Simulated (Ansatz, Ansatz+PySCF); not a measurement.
```xyz
2

Ag    0.0481   -0.0076   -0.0450
H    -0.0329    0.0377    1.5887
```

Basis set: def2-SVP (spherical functions, with the set's core potentials past Kr). All electrons outside the core potentials are correlated. Charge 0, multiplicity 1.

Computed with Ansatz (development build ahead of 0.2.0); each method stands on the lowest determinant of its kind that the runs found. Restricted open shells among the atoms or ions are ROHF, correlated in semicanonical orbitals with singles. Restricted functionals stand beside restricted open-shell atoms, which can lie above the unrestricted atoms usual in DFT and then raise those values.

The atomization energy at this shape (free ground-state atoms in the same class of orbitals less the molecule, no zero-point energy) of singlet AgH:

```json
{"method": "r²SCAN (restricted)", "atomization energy": "56.51 kcal/mol"}
{"method": "r²SCAN (unrestricted)", "atomization energy": "56.04 kcal/mol"}
{"method": "ωB97X (restricted)", "atomization energy": "56.32 kcal/mol"}
{"method": "PBE (unrestricted)", "atomization energy": "55.56 kcal/mol"}
{"method": "PBE0 (restricted)", "atomization energy": "51.87 kcal/mol"}
{"method": "RHF-CCSD(T)", "atomization energy": "51.79 kcal/mol"}
{"method": "RHF", "atomization energy": "26.39 kcal/mol"}
```

(1) What does RHF-MP2 give?

Results:

(1) 47.76 kcal/mol.
